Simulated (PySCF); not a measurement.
# One change at a time: excitation energies

Computed, not measured: PySCF, TDDFT B3LYP/def2-SVPD, vertical, gas phase, core orbitals frozen in the response. Geometries: GFN2-xTB; one conformer of each isolated species. Triplets are in the Tamm–Dancoff approximation. 'Strongest' means the level of largest summed f among the lowest 8 singlets; it needn't be the same kind of state in each. Ions are computed without counter-ions or solvent.

Parent: `C=CP(C)C`, with lowest singlet excitation energy 5.26 eV, oscillator strength of the strongest level 0.18, S1–T1 gap 1.26 eV, HOMO energy -6.20 eV, mean static polarisability 78.0 au, LUMO energy -0.35 eV. Its spectrum: 236 nm (f 0.157); 208 nm (f 0.047); 202 nm (f 0.040); 191 nm (f 0.029); 178 nm (f 0.043).

Q: Give the shifts from the parent for: phosphine turned into its P-methylated cation (`C=C[P+](C)(C)C`); phosphine turned into its methylene ylide (`C=CP(=C)(C)C`); P protonated (`C=C[PH+](C)C`); phosphine turned into its imine (P=NH) (`C=CP(C)(C)=N`); phosphine turned into its ethylidene ylide (`C=CP(C)(C)=CC`); phosphine turned into its sulfide (`C=CP(C)(C)=S`); phosphine turned into its oxide (`C=CP(C)(C)=O`).

A: 

```tsv
change	SMILES	Δ S1 (eV)	Δ f (strongest)	Δ S1−T1 (eV)	Δ HOMO (eV)	Δ α (au)	Δ LUMO (eV)
phosphine turned into its P-methylated cation	C=C[P+](C)(C)C	+2.05	+0.27	+1.63	-6.47	+0.2	-5.10
phosphine turned into its methylene ylide	C=CP(=C)(C)C	-1.77	-0.08	-0.47	+1.28	+16.8	-0.53
P protonated	C=C[PH+](C)C	+2.06	+0.29	+1.65	-6.72	-10.7	-5.36
phosphine turned into its imine (P=NH)	C=CP(C)(C)=N	-1.06	-0.14	-0.85	+0.22	+5.8	-0.54
phosphine turned into its ethylidene ylide	C=CP(C)(C)=CC	-2.17	-0.08	-0.46	+1.69	+31.0	-0.53
phosphine turned into its sulfide	C=CP(C)(C)=S	-0.91	-0.13	-1.15	+0.04	+18.7	-0.62
phosphine turned into its oxide	C=CP(C)(C)=O	+0.34	+0.23	-0.13	-1.19	-1.9	-0.49
```

S1 falls most with phosphine turned into its ethylidene ylide (-2.17 eV), and it rises most with phosphine turned into its P-methylated cation and P protonated (+2.06 eV). S1 is simply the lowest singlet of each species and needn't be the same kind of state throughout. Over these 7 changes the shifts of S1 and of the HOMO–LUMO gap correlate with r = 0.97.
